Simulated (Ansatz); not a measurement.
Steps of a relaxation of CH₅ClInN, SMILES `C[NH][InH][Cl]` with RKS PBE0-D4/def2-TZVP.

```sh
$ ansatz run in.yaml --threads 4 --pin off --events-out ev --progress --plain --max-ram 10444MiB
```

```yaml
crystal:
  periodic: [false, false, false]
  atoms:
    - {symbol: C, position_ang: [0.690000, 0.573050, -0.981390]}
    - {symbol: N, position_ang: [0.706280, 0.169930, 0.417440]}
    - {symbol: In, position_ang: [-1.008730, -0.703800, 1.191850]}
    - {symbol: Cl, position_ang: [-2.958750, -0.431850, 0.010100]}
    - {symbol: H, position_ang: [0.810930, -0.259930, -1.687490]}
    - {symbol: H, position_ang: [-0.258590, 1.073580, -1.194530]}
    - {symbol: H, position_ang: [1.497880, 1.288880, -1.159330]}
    - {symbol: H, position_ang: [1.529180, -0.397760, 0.600190]}
    - {symbol: H, position_ang: [-1.008200, -1.312110, 2.803160]}
basis:
  gaussian: {orbitals: def2-TZVP}
hamiltonian: {xc: pbe0, dispersion: d4}
relax: {f_tol: 0.005, max_steps: 150}
```

Positions (Å) and forces (eV/Å) along the path, 12 of 12 steps:

```xyz
9
step=1 energy=-20300.4387 eV
C     0.690    0.573   -0.981    0.021    0.044    0.129
N     0.706    0.170    0.417   -0.726   -0.704   -0.008
In   -1.009   -0.704    1.192    1.165    0.253    0.539
Cl   -2.959   -0.432    0.010   -0.327    0.092   -0.299
H     0.811   -0.260   -1.687   -0.050    0.111   -0.042
H    -0.259    1.074   -1.195    0.100   -0.010   -0.147
H     1.498    1.289   -1.159    0.004    0.077   -0.130
H     1.529   -0.398    0.600   -0.090    0.166    0.164
H    -1.008   -1.312    2.803   -0.098   -0.030   -0.207
9
step=2 energy=-20300.5390 eV
C     0.695    0.566   -1.020   -0.172    0.005    0.223
N     0.641    0.130    0.374    0.208   -0.559   -0.026
In   -0.972   -0.692    1.301    0.389    0.141   -0.099
Cl   -2.914   -0.368    0.052   -0.080    0.051   -0.049
H     0.877   -0.240   -1.745   -0.022    0.015    0.104
H    -0.251    1.043   -1.293    0.065   -0.048    0.015
H     1.486    1.315   -1.150   -0.040   -0.021    0.022
H     1.509   -0.342    0.637   -0.359    0.355   -0.056
H    -1.072   -1.413    2.845    0.010    0.062   -0.133
9
step=3 energy=-20300.5671 eV
C     0.678    0.545   -1.014   -0.034    0.067    0.156
N     0.635    0.090    0.370    0.751   -0.218   -0.263
In   -0.943   -0.689    1.290   -0.287   -0.043    0.044
Cl   -2.891   -0.289    0.044    0.059    0.010    0.036
H     0.895   -0.249   -1.741   -0.001    0.015    0.078
H    -0.285    0.984   -1.290    0.045   -0.042    0.029
H     1.440    1.326   -1.132   -0.066   -0.046   -0.007
H     1.536   -0.290    0.669   -0.443    0.286   -0.126
H    -1.065   -1.428    2.805   -0.025   -0.030    0.053
9
step=4 energy=-20300.5821 eV
C     0.676    0.532   -1.019   -0.041    0.041    0.106
N     0.643    0.052    0.351    0.531   -0.158   -0.049
In   -0.941   -0.701    1.296   -0.113    0.040   -0.008
Cl   -2.877   -0.222    0.061    0.051   -0.009    0.025
H     0.938   -0.244   -1.751    0.004    0.034    0.043
H    -0.307    0.924   -1.297    0.053   -0.032    0.008
H     1.398    1.353   -1.124   -0.071   -0.054   -0.005
H     1.562   -0.243    0.678   -0.417    0.149   -0.124
H    -1.093   -1.451    2.805    0.002   -0.010    0.004
9
step=5 energy=-20300.5825 eV
C     0.676    0.526   -1.015    0.309   -0.121    0.062
N     0.686   -0.036    0.317   -0.677    0.046    0.012
In   -0.947   -0.656    1.289    0.083   -0.039    0.018
Cl   -2.907   -0.194    0.087    0.115    0.030    0.003
H     1.027   -0.185   -1.770    0.015   -0.048   -0.105
H    -0.329    0.830   -1.300   -0.135   -0.005    0.038
H     1.312    1.412   -1.081    0.054    0.122    0.010
H     1.589   -0.288    0.674    0.228   -0.001   -0.039
H    -1.106   -1.410    2.799    0.007    0.015    0.003
9
step=6 energy=-20300.5946 eV
C     0.669    0.518   -1.018    0.106    0.003   -0.034
N     0.667   -0.042    0.315   -0.175   -0.018    0.046
In   -0.941   -0.674    1.308    0.019    0.003   -0.012
Cl   -2.854   -0.147    0.061    0.026   -0.001    0.020
H     1.034   -0.190   -1.774   -0.021    0.046    0.016
H    -0.345    0.809   -1.304    0.029   -0.028    0.008
H     1.294    1.419   -1.074   -0.035   -0.024    0.003
H     1.581   -0.263    0.672    0.053    0.007   -0.037
H    -1.104   -1.430    2.814   -0.002    0.014   -0.011
9
step=7 energy=-20300.5973 eV
C     0.677    0.514   -1.021   -0.092    0.006   -0.005
N     0.658   -0.084    0.295    0.082    0.027   -0.060
In   -0.946   -0.666    1.312   -0.039   -0.022    0.041
Cl   -2.868   -0.118    0.091    0.017    0.004    0.001
H     1.103   -0.151   -1.781    0.027   -0.019   -0.011
H    -0.342    0.749   -1.333   -0.012    0.006   -0.026
H     1.244    1.451   -1.037    0.021    0.021    0.013
H     1.578   -0.282    0.651   -0.006   -0.028    0.051
H    -1.104   -1.412    2.822    0.002    0.004   -0.005
9
step=8 energy=-20300.5980 eV
C     0.674    0.510   -1.024   -0.012    0.030   -0.067
N     0.658   -0.119    0.279    0.054    0.034   -0.056
In   -0.947   -0.661    1.320   -0.005   -0.002    0.010
Cl   -2.859   -0.087    0.099   -0.005    0.001   -0.001
H     1.150   -0.124   -1.788   -0.045    0.067    0.084
H    -0.350    0.704   -1.355    0.080   -0.011    0.009
H     1.202    1.475   -1.011   -0.056   -0.104    0.004
H     1.578   -0.297    0.647   -0.012   -0.016    0.021
H    -1.105   -1.402    2.832    0.002    0.000   -0.003
9
step=9 energy=-20300.5985 eV
C     0.674    0.510   -1.024   -0.004    0.010   -0.012
N     0.658   -0.113    0.280    0.014    0.006   -0.015
In   -0.947   -0.661    1.319    0.009    0.003   -0.003
Cl   -2.860   -0.090    0.098   -0.004    0.002   -0.001
H     1.146   -0.125   -1.785   -0.010    0.014    0.023
H    -0.348    0.708   -1.354    0.018   -0.004   -0.001
H     1.205    1.471   -1.014   -0.017   -0.023    0.001
H     1.577   -0.297    0.648   -0.007   -0.008    0.009
H    -1.104   -1.404    2.831    0.001    0.000   -0.001
9
step=10 energy=-20300.5987 eV
C     0.674    0.511   -1.024    0.001    0.000   -0.002
N     0.659   -0.118    0.277   -0.003   -0.002    0.000
In   -0.946   -0.658    1.320    0.000    0.000   -0.004
Cl   -2.861   -0.084    0.102    0.000    0.003    0.001
H     1.158   -0.117   -1.782    0.000    0.001   -0.001
H    -0.348    0.695   -1.361    0.001   -0.003    0.001
H     1.191    1.478   -1.008   -0.001    0.000    0.001
H     1.577   -0.308    0.645    0.000    0.003    0.001
H    -1.103   -1.400    2.832    0.000   -0.001    0.002
9
step=11 energy=-20300.5988 eV
C     0.674    0.509   -1.025   -0.003    0.004    0.001
N     0.658   -0.126    0.273    0.005   -0.005    0.001
In   -0.947   -0.657    1.320   -0.002    0.002    0.002
Cl   -2.862   -0.073    0.107    0.001    0.000    0.001
H     1.173   -0.109   -1.782    0.001   -0.002    0.000
H    -0.348    0.681   -1.368    0.000    0.000   -0.001
H     1.178    1.483   -1.002    0.000    0.000   -0.002
H     1.576   -0.309    0.644   -0.002    0.001    0.000
H    -1.102   -1.399    2.832    0.000   -0.001   -0.001
9
step=12 energy=-20300.5988 eV
C     0.674    0.508   -1.025   -0.002    0.005    0.000
N     0.658   -0.131    0.271    0.005   -0.002    0.000
In   -0.947   -0.654    1.321    0.000   -0.003   -0.002
Cl   -2.862   -0.069    0.110    0.000    0.001    0.000
H     1.180   -0.104   -1.783   -0.002    0.001    0.004
H    -0.348    0.673   -1.372    0.003    0.000    0.000
H     1.171    1.486   -0.998   -0.002   -0.004   -0.002
H     1.576   -0.311    0.644   -0.003    0.001    0.000
H    -1.102   -1.399    2.832    0.000    0.001    0.000
```

Hardware: 4 threads of an Intel Xeon 6975P-C on a shared host. Wall time 19 s, peak host memory 0.5 GiB.
